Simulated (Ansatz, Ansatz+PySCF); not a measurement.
```xyz
2

Co    0.0000    0.0000    0.0000
Cl    0.0000    0.0000    2.0660
```

Basis set: def2-SVP (spherical functions). Left uncorrelated: 10 orbitals. Correlation on ROHF uses semicanonical orbitals with singles. Charge 0, multiplicity 3.

Computed with Ansatz (development build ahead of 0.2.0); each method stands on the lowest determinant of its kind that the runs found. Restricted functionals stand beside restricted open-shell atoms, which can lie above the unrestricted atoms usual in DFT and then raise those values.

The atomization energy at this shape (free ground-state atoms in the same class of orbitals less the molecule, no zero-point energy) of triplet CoCl:

```json
{"method": "ωB97X (unrestricted)", "atomization energy": "3.53 eV"}
{"method": "ωB97X (restricted open-shell)", "atomization energy": "3.49 eV"}
{"method": "r²SCAN (unrestricted)", "atomization energy": "3.93 eV"}
{"method": "PBE0 (unrestricted)", "atomization energy": "3.46 eV"}
{"method": "PBE0 (restricted open-shell)", "atomization energy": "3.39 eV"}
{"method": "PBE (unrestricted)", "atomization energy": "3.97 eV"}
{"method": "PBE (restricted open-shell)", "atomization energy": "3.95 eV"}
{"method": "ROHF-MP2", "atomization energy": "2.81 eV"}
{"method": "UHF-MP2", "atomization energy": "2.49 eV"}
{"method": "ROHF", "atomization energy": "0.47 eV"}
```

(1) What does UHF give?

Results:

(1) 1.90 eV. Caution: another spin multiplicity may lie lower. Caution for ωB97X (unrestricted), PBE0 (unrestricted): the unrestricted determinant is spin contaminated. Caution for ROHF-MP2, ROHF: an unrestricted determinant lies well below. Caution for UHF-MP2, UHF: the unrestricted determinant is a mixture of spin states.
